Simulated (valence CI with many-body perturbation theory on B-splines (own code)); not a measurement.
# Hyperfine factors and g values of Tc¹⁹⁺

Calculated by configuration interaction combined with many-body perturbation theory (CI+MBPT): six valence electrons over a frozen Dirac-Fock core [Ar], a basis of 7 s, 7 p, 8 d, 6 f, 4 g, 1 h functions for each j, with the one-electron correlation potential Σ1, the two-electron term Σ2, the three-electron term Σ3, Breit, model QED; selected CI, second order for the rest, scaled by the run's own slope (own B-spline code, finite nucleus).

No measured levels were compared; by estimate terms of the open shell hold to 2 to 4 % of their energy, and close levels can change places. Core correlation moves these levels by up to 9900 cm⁻¹, and in measured spectra 5 to 20 % of such shifts remained as error; rates that hang on mixing are uncertain with them. Among the levels kept, up to 830 cm⁻¹ of a level comes from second order outside the variational space, and about a tenth of that is noise between levels of different J, which matters for small intervals. Only levels of the ground parity were solved; by the run's estimate the other parity begins above the list, which can be wrong where configurations are misplaced.

A/g_I is the dipole constant over the nuclear g factor μ/I (μ in nuclear magnetons, uniformly magnetised nucleus), B/Q the quadrupole constant per barn. Both hold the static response of the core; the bare values leave it out. Large factors of s and p1/2 electrons are usually good to 5 to 10 %; those of open d and f shells near neutrality can be off by tens of per cent, and small factors of p3/2, d and f electrons come from cancelling terms and can be off by a factor of two or in sign, in half-filled shells by more. B is blank for J = 1/2, where it vanishes, and for nearly pure S terms. Energies count from the lowest level. Levels with J = 0 are left out.

Names give the largest LS component (configuration and term), which can be under half, so a name can repeat, a term be missing and a line seem to break the LS rules; names also repeat where a configuration has a term twice. Letters in brackets count levels of one name in rising energy.

```
       Level  E (eV)      g  A/g_I (MHz)  A/g_I bare  B/Q (MHz/b)  B/Q bare
    3d6 5D_4   0.000  1.470         3490        3880         9220      9460
    3d6 5D_3   2.312  1.482         2300        2700         2060      2120
    3d6 5D_2   2.585  1.475         2890        3280        -2080     -2130
    3d6 5D_1   3.634  1.484         2490        2890        -3110     -3180
3d6 3H_4 [a]   8.221  1.049         5410        5490         4760      4880
3d6 3P_2 [a]   9.262  1.448         1760        2140        -2100     -2140
    3d6 3H_6   9.427  1.146         6200        6350        -5580     -5720
    3d6 3H_5   9.581  1.100         5840        5960         2140      2200
3d6 3F_3 [a]  11.196  1.003         7000        7040         4350      4460
3d6 3F_2 [a]  11.501  0.745         9060        8910        -1920     -1970
3d6 3H_4 [b]  12.399  1.002         6330        6380        -1130     -1160
    3d6 3G_5  13.759  1.128         6280        6420        -4410     -4520
3d6 3P_1 [a]  14.176  1.111         4580        4700          735       758
    3d6 3G_4  14.362  1.057         7180        7270         -489      -503
    3d6 3D_2  15.060  1.152         5800        5960         3800      3910
    3d6 3G_3  15.341  0.879         7930        7880        -1250     -1280
    3d6 3D_3  15.984  1.285         4500        4750        -1970     -2020
    3d6 1I_6  16.066  1.016         7090        7150        -9000     -9230
    3d6 3D_1  16.503  0.918         6410        6390         1050      1080
3d6 1G_4 [a]  18.584  1.014         7380        7430         3200      3290
3d6 1D_2 [a]  19.714  1.027         6640        6700        -3470     -3560
    3d6 1F_3  20.038  1.018         7220        7280       -10200    -10400
3d6 3P_1 [b]  23.377  1.479         1430        1820         -416      -432
    3d6 3F_4  24.757  1.213         5480        5680       -12700    -13000
3d6 3F_2 [b]  25.007  0.688        10300       10100        -6750     -6920
3d6 3F_3 [b]  27.064  1.069         6520        6610       -10500    -10700
3d6 3P_2 [b]  27.135  1.445         3680        4050        -6900     -7080
3d6 1G_4 [b]  28.529  1.027         6550        6610        -5170     -5300
3d6 1D_2 [b]  36.343  0.999         7230        7270        11200     11500
```

Problem. Take the isotope of mass number 99, with I = 9/2, μ = 5.678 μN and Q = -0.129 b. What is the hyperfine structure of 3d6 5D_1?

Solution. From the table A = 3140 MHz, B = 401 MHz. Shifts from the centre of gravity in MHz: F = 7/2: -17100, F = 9/2: -3410, F = 11/2: 14200.
